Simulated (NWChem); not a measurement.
The numbers come from NWChem runs, not from measurements. System: FOS, charge 1, spin multiplicity 1, at the geometry of a parent with another charge or spin, in a state set for the comparison that need not be this species' ground state. Level: MP2/def2-TZVP, 7 core orbitals frozen.

NWChem printed:

```
             Northwest Computational Chemistry Package (NWChem) 7.3.0
             --------------------------------------------------------

                                NWChem Input Module
                                -------------------

 Scaling coordinates for geometry "geometry" by  1.889725989
 (inverse scale =  0.529177249)

 Turning off AUTOSYM since
 SYMMETRY directive was detected!

                             Geometry "geometry" -> ""
                             -------------------------

 Output coordinates in angstroms (scale by  1.889725989 to convert to a.u.)

  No.       Tag          Charge          X              Y              Z
 ---- ---------------- ---------- -------------- -------------- --------------
    1 O                    8.0000     0.48561300    -1.23387200     0.00000000
    2 S                   16.0000    -0.46098500    -0.10641000     0.00000000
    3 F                    9.0000     0.38787200     1.28594900     0.00000000

 Effective nuclear repulsion energy (a.u.)     107.8488516406

            Nuclear Dipole moment (a.u.)
            ----------------------------
        X                 Y               Z
 ---------------- ---------------- ----------------
    -0.0000151178     0.0000094486     0.0000000000

      Symmetry information
      --------------------

 Group name             Cs
 Group number              2
 Group order               2
 No. of unique centers     3

      Symmetry unique atoms

     1    2    3


 Summary of "ao basis" -> "" (spherical)
 ------------------------------------------------------------------------------
       Tag                 Description            Shells   Functions and Types
 ---------------- ------------------------------  ------  ---------------------
 *                         def2-tzvp                  on all atoms

 Summary of "ao basis" -> "ao basis" (spherical)
 ------------------------------------------------------------------------------
       Tag                 Description            Shells   Functions and Types
 ---------------- ------------------------------  ------  ---------------------
 O                         def2-tzvp                11       31   5s3p2d1f
 S                         def2-tzvp                13       37   5s5p2d1f
 F                         def2-tzvp                11       31   5s3p2d1f

                                 NWChem SCF Module
                                 -----------------

  ao basis        = "ao basis"
  functions       =    99
  atoms           =     3
  closed shells   =    16
  open shells     =     0
  charge          =   1.00
  wavefunction    = RHF
  use symmetry    = T
  symmetry adapt  = T

 Summary of "ao basis" -> "ao basis" (spherical)
 ------------------------------------------------------------------------------
       Tag                 Description            Shells   Functions and Types
 ---------------- ------------------------------  ------  ---------------------
 O                         def2-tzvp                11       31   5s3p2d1f
 S                         def2-tzvp                13       37   5s5p2d1f
 F                         def2-tzvp                11       31   5s3p2d1f

      Symmetry analysis of basis
      --------------------------

        a'         67
        a"         32

 Forming initial guess at       0.1s

      Superposition of Atomic Density Guess
      -------------------------------------

 Sum of atomic energies:        -571.68188695

 Renormalizing density from      33.00 to     32

      Non-variational initial energy
      ------------------------------

 Total energy =    -561.127462
 1-e energy   =    -976.179384
 2-e energy   =     307.203070
 HOMO         =      -0.842004
 LUMO         =      -0.582458

      Symmetry analysis of molecular orbitals - initial
      -------------------------------------------------

  Numbering of irreducible representations:

     1 a'          2 a"

  Orbital symmetries:

     1 a'          2 a'          3 a'          4 a'          5 a'
     6 a'          7 a"          8 a'          9 a'         10 a'
    11 a'         12 a"         13 a'         14 a"         15 a'
    16 a'         17 a"         18 a'         19 a'         20 a'
[...]
              MO Center=  2.1D-01, -5.5D-01, -4.4D-15, r^2= 1.6D+00
   Bfn.  Coefficient  Atom+Function         Bfn.  Coefficient  Atom+Function
  ----- ------------  ---------------      ----- ------------  ---------------
     8      0.327853  1 O  pz                11      0.309333  1 O  pz
    48      0.302146  2 S  pz                76     -0.214810  3 F  pz
    79     -0.189153  3 F  pz

 Vector   16  Occ=2.000000D+00  E=-8.616449D-01  Symmetry=a'
              MO Center=  7.8D-02, -3.8D-01, -1.0D-15, r^2= 2.0D+00
   Bfn.  Coefficient  Atom+Function         Bfn.  Coefficient  Atom+Function
  ----- ------------  ---------------      ----- ------------  ---------------
     6      0.343094  1 O  px                 9      0.312992  1 O  px
    36      0.251473  2 S  s                 35      0.243583  2 S  s
    46     -0.215470  2 S  px                75      0.180873  3 F  py
    78      0.164810  3 F  py                12      0.155346  1 O  px
    34     -0.152381  2 S  s

 Vector   17  Occ=0.000000D+00  E=-3.428569D-01  Symmetry=a"
              MO Center= -2.5D-01, -3.5D-01, -3.8D-15, r^2= 1.9D+00
   Bfn.  Coefficient  Atom+Function         Bfn.  Coefficient  Atom+Function
  ----- ------------  ---------------      ----- ------------  ---------------
    48      0.493796  2 S  pz                51      0.376801  2 S  pz
     8     -0.287994  1 O  pz                14     -0.276030  1 O  pz
    11     -0.261460  1 O  pz                45      0.206570  2 S  pz
    39     -0.158503  2 S  pz

 Vector   18  Occ=0.000000D+00  E=-1.851091D-01  Symmetry=a'
              MO Center= -4.9D-01, -4.3D-02, -7.4D-17, r^2= 2.2D+00
   Bfn.  Coefficient  Atom+Function         Bfn.  Coefficient  Atom+Function
  ----- ------------  ---------------      ----- ------------  ---------------
    50      0.668348  2 S  py                73     -0.496955  3 F  s
    47      0.428389  2 S  py                49      0.374262  2 S  px
    36      0.294755  2 S  s                 46      0.256615  2 S  px
    81      0.240335  3 F  py                12     -0.189076  1 O  px
    75      0.176332  3 F  py                44      0.169831  2 S  py

 Vector   19  Occ=0.000000D+00  E=-1.241165D-01  Symmetry=a'
              MO Center= -5.0D-01, -6.2D-02, -4.9D-15, r^2= 2.6D+00
   Bfn.  Coefficient  Atom+Function         Bfn.  Coefficient  Atom+Function
  ----- ------------  ---------------      ----- ------------  ---------------
    36     -1.164257  2 S  s                  5      1.070982  1 O  s
    49     -0.841100  2 S  px                50      0.750815  2 S  py
    13      0.412116  1 O  py                46     -0.341066  2 S  px
    12     -0.275093  1 O  px                47      0.231146  2 S  py
    81     -0.189731  3 F  py                10      0.185646  1 O  py

 center of mass
 --------------
 x =   0.01122115 y =   0.03649209 z =   0.00000000

 moments of inertia (a.u.)
 ------------------
         200.355738979527          -5.188229069160           0.000000000000
          -5.188229069160          47.931042197526           0.000000000000
           0.000000000000           0.000000000000         248.286781177053

  Mulliken analysis of the total density
  --------------------------------------

    Atom       Charge   Shell Charges
 -----------   ------   -------------------------------------------------------
    1 O    8     8.11   0.79  1.18  0.62  1.01  0.28  1.71  1.90  0.57  0.00  0.04  0.00
    2 S   16    14.74   2.01  0.49  1.47  1.23  0.62  4.16  1.71  0.73  1.58  0.23  0.16  0.29  0.06
    3 F    9     9.15   0.77  1.20  0.61  1.04  0.31  2.18  2.25  0.76  0.00  0.02  0.00

       Multipole analysis of the density wrt the origin
       ------------------------------------------------

     L   x y z        total         open         nuclear
     -   - - -        -----         ----         -------
     0   0 0 0      1.000000      0.000000     33.000000

     1   1 0 0     -1.126406      0.000000     -0.000015
     1   0 1 0     -0.208991      0.000000      0.000009
     1   0 0 1      0.000000      0.000000      0.000000

     2   2 0 0    -13.262973      0.000000     23.714284
     2   1 1 0      0.091606      0.000000      1.715657
     2   1 0 1      0.000000      0.000000      0.000000
     2   0 2 0    -14.544990      0.000000     97.288911
     2   0 1 1     -0.000000      0.000000      0.000000
     2   0 0 2    -13.300746      0.000000      0.000000

                   NWChem MP2 Semi-direct Energy/Gradient Module
                   ---------------------------------------------

  Basis functions       =     99
  Molecular orbitals    =     99
  Frozen core           =      7
  Frozen virtuals       =      0
  Active alpha occupied =      9
  Active beta occupied  =      9
  Active alpha virtual  =     83
  Active beta virtual   =     83
  Use MO symmetry       = T
  Use skeleton AO sym   = T

  AO/Fock/Back tols     =   1.0D-09  1.0D-09  1.0D-09

 GA uses MA = F    GA memory limited = T

 Available:
  local mem=  1.26D+08
 global mem=  1.44D+08
 local disk=  0.00D+00
  mp2_memr nvloc                    83
  nvloc new                    83
   1 passes of   9:        5242880                      57329                  12296770.
   1 passes of   9: M    126149824           G      144159598           F     120906944.

 Semi-direct pass number   1 of   1  for RHF alpha+beta  at        3.2s
  vrange nnbf                  4835
  mp2_eaftype                    46  avail_ma_in_mb                  1099
 EAF : mp2_eaftype filesize          46    6148385.
  mp2_eaf for mointskh                     46
Node 0 wrote     28.9 Mb in      0.0 s     Agg I/O rate:  2599.2 Mb/s
 Done moints_semi at        5.9s
  mp2_eaftype                    46  avail_ma_in_mb                  1053
 EAF : mp2_eaftype filesize          46    6148385.
  mp2_eaf for kh                    46
 Done maket at        6.0s
 Done multipass loop at        6.0s

          -------------------------------------------
          SCF energy                -571.491845840324
          Correlation energy          -0.675033329222
          Singlet pairs               -0.408691069369
          Triplet pairs               -0.266342259853
          Total MP2 energy          -572.166879169545
          -------------------------------------------

          ---------------------------------------------------
                    Spin Component Scaled (SCS) MP2
          Same spin pairs                     -0.177561506569
          Same spin scaling factor             0.333333333333
          Opposite spin pairs                 -0.497471822653
          Opposite spin scaling fact.          1.200000000000
          SCS-MP2 correlation energy          -0.656153356040
          Total SCS-MP2 energy              -572.147999196364
          ---------------------------------------------------

 -----------------------
 Performance information
 -----------------------

 Timer overhead =  2.07D-07 seconds/call

               Nr. of calls         CPU time (s)                 Wall time (s)                GFlops
             ---------------    -------------------     ------------------------------   -------------------
Name         Min   Avg   Max    Min     Avg     Max     Min     Avg     Max   Mx/calls   Min     Max     Sum
mp2: moin     1     1     1    2.7     2.7     2.7      2.7     2.7     2.7     2.7      0.0     0.0     0.0
mp2: make     1     1     1   0.15    0.15    0.15     0.15    0.15    0.15    0.15      0.0     0.0     0.0
mp2: tota     1     1     1    2.9     2.9     2.9      2.9     2.9     2.9     2.9      0.0     0.0     0.0

 The average no. of pstat calls per process was 3.00D+00
 with a timing overhead of 6.21D-07s

 Task  times  cpu:        6.0s     wall:        6.0s

 Total times  cpu:        6.0s     wall:        6.0s
```

Problem. Write an NWChem input that would produce this output.

Solution. This is not unique; one that fits is 
```
start mol
memory heap 200 mb stack 900 mb global 1100 mb
charge 1
geometry units angstroms nocenter noautoz
  O      0.485613    -1.233872     0.000000
  S     -0.460985    -0.106410     0.000000
  F      0.387872     1.285949     0.000000
  symmetry group Cs
end
basis spherical
  * library def2-tzvp
end
scf
  rhf
  nopen 0
  maxiter 100
  thresh 1e-7
  semidirect memsize 60000000 filesize 0
end
mp2
  freeze core 7
end
task mp2 energy
```
